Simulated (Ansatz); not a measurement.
`[SiH3][SiH2][NH][GeH3]` + H–F → `F[SiH2][SiH3]` + `[NH2][GeH3]` at 500 K and 1 bar (ligand exchange at the Si–N bond).

Gas-phase electronic energies from Ansatz, PBE0-D4/def2-TZVP geometries. CCSD(T)/CBS adds triple-zeta CCSD(T) − MP2 to the extrapolated MP2 energy (def2 sets, frozen cores). This one scheme is used for every species. For Ge outer-core shells are correlated without core-valence functions, which leaves a few kJ/mol of doubt a bond. Scalar relativity is left out up to krypton. Each species was taken in one conformer, which may not be the lowest.

| species | CCSD(T)/CBS energy (Eh) | H − E (kJ/mol) | S (J/(mol·K)) |
| --- | --- | --- | --- |
| `[SiH3][SiH2][NH][GeH3]` | -2714.39913 | 272.8 | 488.4 |
| H–F | -100.39570 | 39.4 | 188.7 |
| `F[SiH2][SiH3]` | -681.00067 | 154.3 | 364.0 |
| `[NH2][GeH3]` | -2133.81884 | 158.0 | 315.9 |

H − E and S are ideal-gas, rigid-rotor, harmonic terms from PBE0-D4/def2-TZVP, for one conformer and one mirror image of each species. 1 Eh = 2625.50 kJ/mol, R = 8.31446 J/(mol·K).

By hand: ΔE, ΔH, ΔS and ΔG.

ΔE = (-681.00067) + (-2133.81884) − (-2714.39913) − (-100.39570) = -0.02468 Eh = -64.8 kJ/mol. Δ(H − E) = 154.3 + 158.0 − 272.8 − 39.4 = 0.1, so ΔH = -64.7 kJ/mol. ΔS = 364.0 + 315.9 − 488.4 − 188.7 = 2.8 J/(mol·K). ΔG = -64.7 − 500 × (2.8)/1000 = -66.1 kJ/mol.

By hand: the equilibrium constant, and the temperature at which ΔG would vanish if ΔH and ΔS stayed fixed.

log₁₀ K = −ΔG/(RT ln 10) = 6.9. ΔH and −TΔS have one sign here, so there is no such temperature. One of them is within its doubt of zero, so this could turn.

The number of gas molecules stays the same, so ΔS is small and ΔH decides. A doubt of 5 kJ/mol in ΔE shifts log₁₀ K by 0.5 here. Other conformers and mirror images would add mixing entropy, several J/(mol·K) or more a flexible species. Modes under 60 cm⁻¹, often nearly free rotors, make the harmonic entropy too high. These are equilibria of isolated gas molecules and say nothing of rates. Largest T1 diagnostic: 0.012 (customary marks: 0.02 for closed shells, 0.045 for open ones).
